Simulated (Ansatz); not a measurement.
Consider the redistribution: `[AlH2]/[CH]=C1/C[SiH2]1` + `NC[SiH2]F` → `NC[SiH2][AlH2]` + `F/C=C1/C[SiH2]1`.

Program: Ansatz. Geometries: PBE0-D4/def2-TZVP. ΔE: electronic, gas phase. CCSD(T)/CBS is the MP2 limit (def2-TZVPP, def2-QZVPP) plus CCSD(T) − MP2 in def2-TZVPP, frozen cores. Double bonds are as drawn, so ΔE can hold a change between cis and trans. Functionals use def2-TZVPP. B3LYP here is the variant with VWN-RPA as its local correlation; programs differ in this. Each species was taken in one conformer, which may not be the lowest.

| level | ΔE (kJ/mol) | difference from CCSD(T)/CBS |
| --- | --- | --- |
| PBE-D4 | 184.6 | -39.4 |
| r2SCAN-D4 | 207.5 | -16.5 |
| B3LYP-D4 | 212.0 | -12.0 |
| ωB97X-V | 207.7 | -16.3 |
| PBE | 182.5 | -41.5 |
| r2SCAN | 207.0 | -17.0 |
| PBE0 | 193.3 | -30.7 |
| HF/def2-TZVPP | 228.3 | 4.3 |
| MP2/def2-TZVPP | 236.4 | 12.4 |
| SCS-MP2/def2-TZVPP | 232.5 | 8.5 |
| CCSD(T)/def2-TZVPP | 217.9 | -6.1 |
| HF/def2-QZVPP | 230.9 | 6.9 |
| MP2/def2-QZVPP | 240.7 | 16.7 |
| HF/CBS(def2) | 231.2 | 7.2 |
| MP2/CBS(def2) | 242.4 | 18.4 |
| CCSD/CBS(def2) | 225.6 | 1.6 |
| CCSD(T)/CBS | 224.0 | 0 |

Largest T1 diagnostic among the species: 0.013.

From PBE to PBE0 (25 % exact exchange), in def2-TZVPP and without D4, ΔE moves by +10.7 kJ/mol. The D4 term adds +3.4 kJ/mol with B3LYP and +1.7 kJ/mol with PBE0; it sums over pairs of atoms, weighted by their polarisabilities, and B3LYP, whose exchange is more repulsive, gets the larger term.
